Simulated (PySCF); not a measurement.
Bond curve of SnS

Set-up: basis Sn x2c-TZVPPall, S x2c-TZVPPall; spin-free X2C with a Gaussian nucleus; PySCF 2.14. Energies in eV from Sn + S in their ground configurations at the same level. State: ¹Σ⁺ (singlet), closed shell.

All columns are PBE0. A positive dipole means Sn(−)S(+).

```tsv
R (Å)	E (eV)	μ (D)	Mulliken charge on Sn (basis-dependent)	HOMO (eV)	LUMO (eV)	Mayer bond order	⟨S²⟩
1.901	-3.292	-1.79	0.41	-7.12	-1.82	2.29	0.00
1.989	-4.240	-2.25	0.43	-7.25	-2.01	2.27	0.00
2.077	-4.759	-2.70	0.45	-7.34	-2.20	2.25	0.00
2.144	-4.940	-3.04	0.46	-7.38	-2.34	2.24	0.00
2.210	-4.988	-3.37	0.47	-7.31	-2.47	2.24	0.00
2.276	-4.934	-3.68	0.48	-7.14	-2.60	2.23	0.00
2.365	-4.745	-4.09	0.48	-6.94	-2.77	2.23	0.00
2.475	-4.381	-4.56	0.49	-6.72	-2.97	2.23	0.00
2.608	-3.840	-5.08	0.48	-6.49	-3.18	2.24	0.00
2.785	-3.047	-5.69	0.47	-6.25	-3.44	2.24	0.00
```

A fit through these points gives, at Re = 2.205 Å, μ = -3.34 D and dμ/dR = -4.88 D/Å; the reduced mass is 25.24 u.

Question: How strong is the fundamental in the double-harmonic approximation, I = 42.26·(dμ/dR)²/μred km/mol?

Answer: I = 42.26·(-4.88)²/25.24 = 39.9 km/mol at PBE0.

These are scalar-relativistic numbers at best; spin–orbit coupling would shift them, the dissociation energy most.
